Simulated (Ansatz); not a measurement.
`C[O][SnH][C]#N` radical, relaxed with UKS PBE0-D4/def2-TZVP in the Gaussian-basis code of Ansatz from a PBE-D4/def2-SVP geometry. The force threshold is 0.005 eV/Å; the program also tests the step.

Charge 0, multiplicity 2. Sn takes the def2 core potential.

Start:

```xyz
9

C    -1.570   -0.768    0.182
O    -0.357   -0.438   -0.451
Sn    1.312    0.075    0.595
C     2.438    0.928   -1.039
N     3.141    1.337   -1.888
H    -1.768   -0.200    1.123
H    -1.639   -1.857    0.413
H    -2.398   -0.537   -0.527
H     0.842    1.459    1.592
```

```json
{"step": "1", "energy (eV)": "-11501.9231", "largest force (eV/Å)": "2.083", "largest move (Å)": "0.000"}
{"step": "2", "energy (eV)": "-11502.0322", "largest force (eV/Å)": "0.322", "largest move (Å)": "0.088"}
{"step": "3", "energy (eV)": "-11502.0378", "largest force (eV/Å)": "0.113", "largest move (Å)": "0.023"}
{"step": "4", "energy (eV)": "-11502.0381", "largest force (eV/Å)": "0.051", "largest move (Å)": "0.011"}
{"step": "5", "energy (eV)": "-11502.0383", "largest force (eV/Å)": "0.035", "largest move (Å)": "0.021"}
{"step": "6", "energy (eV)": "-11502.0385", "largest force (eV/Å)": "0.038", "largest move (Å)": "0.011"}
{"step": "7 (rejected)", "energy (eV)": "-11502.0383", "largest force (eV/Å)": "0.030", "largest move (Å)": "0.018"}
{"step": "8", "energy (eV)": "-11502.0386", "largest force (eV/Å)": "0.012", "largest move (Å)": "0.009"}
{"step": "9", "energy (eV)": "-11502.0387", "largest force (eV/Å)": "0.013", "largest move (Å)": "0.029"}
{"step": "10", "energy (eV)": "-11502.0387", "largest force (eV/Å)": "0.008", "largest move (Å)": "0.007"}
{"step": "11", "energy (eV)": "-11502.0387", "largest force (eV/Å)": "0.007", "largest move (Å)": "0.007"}
{"step": "12", "energy (eV)": "-11502.0387", "largest force (eV/Å)": "0.001", "largest move (Å)": "0.001"}
```

End:

```xyz
9

C    -1.564   -0.750    0.181
O    -0.372   -0.388   -0.472
Sn    1.253    0.078    0.524
C     2.410    0.926   -1.041
N     3.133    1.328   -1.845
H    -1.776   -0.129    1.062
H    -1.553   -1.801    0.492
H    -2.386   -0.617   -0.528
H     0.855    1.353    1.626
```

Run time 46 s (2 threads of an AMD EPYC 7R13 on a shared host and a share of an NVIDIA H100 80 GB); peak host memory 0.89 GiB.
